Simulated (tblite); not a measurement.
Compound: C4H3F2S (doublet state).
SMILES: `[C]1(F)C=CS[C@@H]1F`

Calculated harmonic vibrations of the isolated species, GFN2-xTB (tblite), most abundant isotopes, no scaling. This tight-binding method is rough: wavenumbers can miss measured ones by several per cent, in bad cases by 10 to 20. Open shells enter through the occupations alone, without spin polarisation, and single modes of such species can be off by tens of per cent.

Harmonic wavenumbers (cm⁻¹): 99.7, 196.3, 286.1, 345.2, 377.0, 440.5, 555.4, 609.6, 626.8, 736.8, 818.6, 834.5, 879.5, 956.8, 1049.2, 1093.3, 1175.8, 1228.2, 1239.2, 1375.3, 1510.6, 2894.2, 3138.0, 3187.9.

A = 3320, B = 2213, C = 1431 MHz; mass 120.992 u (most abundant isotopes); point group C1, symmetry number 1; spin multiplicity 2.

Question: What is the zero-point energy?

Answer: ½Σν̃ = 12827 cm⁻¹ = 153.45 kJ/mol.

Question: Entropy at 298.15 K, 1 bar (ideal gas, RRHO, classical rotation)?

Answer: Translation 168.67, rotation 116.38, vibration 53.36, spin (R ln 2) 5.76: S = 344.2 J/(mol K).

Question: And Cp and H(298.15 K) − H(0)?

Answer: Cp = 106.13 J/(mol K), of which vibrations give 72.87 (their classical limit is 24 R = 199.5); H(298.15 K) − H(0) = 19.52 kJ/mol without the zero-point energy, 9.60 from vibrations.

Question: How do the functions run with temperature in this model?

Answer: 
| T (K) | S (J/(mol K)) | Cp (J/(mol K)) | H − H(0) (kJ/mol) | G − H(0) (kJ/mol) | ln q(vib) |
| --- | --- | --- | --- | --- | --- |
| 150 | 287.0 | 64.5 | 6.84 | -36.21 | 0.81 |
| 250 | 326.6 | 93.0 | 14.72 | -66.94 | 1.93 |
| 400 | 378.8 | 130.1 | 31.60 | -119.94 | 3.91 |
| 600 | 438.2 | 162.1 | 61.11 | -201.84 | 6.68 |
| 900 | 509.4 | 187.9 | 114.04 | -344.45 | 10.63 |

q(vib) and H(0) count from the zero-point level.

Question: Which modes carry the vibrational entropy at 298.15 K?

Answer: 99.7 cm⁻¹: 14.48; 196.3 cm⁻¹: 9.07; 286.1 cm⁻¹: 6.26; 345.2 cm⁻¹: 4.97; 377.0 cm⁻¹: 4.40; 440.5 cm⁻¹: 3.45 J/(mol K); the other 18 give 10.73 together.

Question: Blend soft modes into free rotors: weight 1/[1 + (100 cm⁻¹/ν̃)⁴] for the oscillator and the rest for a rotor with moment μB/(μ + B), μ = h/(8π²ν), B = 10⁻⁴⁴ kg m². What vibrational entropy results?

Answer: 52.15 J/(mol K) in place of 53.36, which changes −T·S at 298.15 K by +0.36 kJ/mol.

Hindered rotation and anharmonicity are outside this model. The structure is chiral; the term R ln 2 for an equal mix with its mirror image is left out.
